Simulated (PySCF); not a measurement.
H₄OSeSi, SMILES [SiH3]O[SeH]. Geometry: r2SCAN-D4/def2-SVP. The values are those of a single conformer.

Computed equilibrium geometry at r2SCAN-D4/def2-SVP (PySCF confirms it by a frequency run) as Cartesian coordinates in Å (one conformer of several):
```xyz
7

Se    -0.7420     0.2045     0.7661
H     -1.7264    -0.7399     0.1915
O      0.7351    -0.5999     0.0513
Si     1.2120    -0.1049    -1.4890
H      0.1552    -0.4171    -2.4984
H      2.4456    -0.8873    -1.7771
H      1.5037     1.3582    -1.5270
```
Charge 0, spin multiplicity 1.
